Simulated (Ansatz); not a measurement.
Gas-phase electronic energies from Ansatz, PBE0-D4/def2-TZVP geometries. CCSD(T)/CBS adds triple-zeta CCSD(T) − MP2 to the extrapolated MP2 energy (def2 sets, frozen cores). Functionals use def2-TZVPP. B3LYP here is the variant with VWN-RPA as its local correlation; programs differ in this. def2 core potentials past Kr. For Hf, Se, Zr outer-core shells are correlated without core-valence functions, which leaves a few kJ/mol of doubt a bond. Scalar relativity is left out up to krypton. Each species was taken in one conformer, which may not be the lowest.

Reaction (redistribution): `[Cl][Hf]([Cl])([Cl])[SeH]` + `[OH][Zr]([F])([F])[Cl]` → `[F][Hf]([Cl])([Cl])[Cl]` + `[OH][Zr]([F])([Cl])[SeH]`

| level | ΔE (kcal/mol) |
| --- | --- |
| PBE0-D4 | -1.0 |
| ωB97X-V | -1.1 |
| PBE | -1.4 |
| r2SCAN | -1.5 |
| B3LYP | -1.6 |
| SCS-MP2/def2-TZVPP | -0.5 |
| CCSD(T)/def2-TZVPP | -1.0 |
| MP2/def2-QZVPP | 0.1 |

(1) What does CCSD(T)/CBS give? (An estimate is asked.)

Largest T1 diagnostic among the species: 0.017.

Answers

(1) Ansatz gave: -0.6 kcal/mol. The listed levels differ from it by -0.4, -0.5, -0.8, -0.9, -1.0, 0.1, -0.4, 0.7 kcal/mol.

CCSD(T)/CBS has its own doubt, a few kJ/mol and more with outer-core shells, so smaller differences from it don't rank the levels.
